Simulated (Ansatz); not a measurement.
Frontier orbitals of CH$_{4}$F$_{2}$O$_{2}$SW (`C[O][W]([OH])([F])([F])=[S]`).

```xyz
11

C    -0.466   -1.639   -0.716
O     0.321   -0.529   -0.373
W     0.078    1.016    0.635
O     1.807    1.554    0.146
F    -0.954   -0.097    1.746
F     0.346    1.986    2.203
S    -1.319    2.106   -0.514
H    -1.016   -1.987    0.163
H    -1.178   -1.354   -1.496
H     0.184   -2.436   -1.081
H     2.198    1.380   -0.714
```

The species carries charge 0 and has multiplicity 1. Correlated methods include outer-core shells of W, which these sets cover unevenly. W takes the def2 core potential. The structure was optimised at the PBE0-D4/def2-TZVP level. It is one conformer, not always the lowest. Basis def2-TZVPP, Ansatz 0.2.0.

| functional | HOMO (eV) | LUMO (eV) | gap (eV) |
| --- | --- | --- | --- |
| PBE | -6.92 | -3.75 | 3.17 |
| revPBE | -6.85 | -3.66 | 3.19 |
| r2SCAN | -7.25 | -3.71 | 3.54 |
| B97M-V | -7.32 | -3.70 | 3.62 |
| PBE0 | -8.23 | -3.01 | 5.22 |
| r2SCAN0 | -8.46 | -2.97 | 5.49 |
| ωB97X-V | -10.48 | -0.82 | 9.66 |
| ωB97M-V | -10.36 | -0.83 | 9.53 |

Against PBE, PBE0 changes HOMO and LUMO by −1.31 and +0.74 eV, ωB97M-V by −3.43 and +2.91 eV. A gap of 3.18 eV thus becomes 9.52 eV for the same molecule, so an orbital gap means little without its functional.
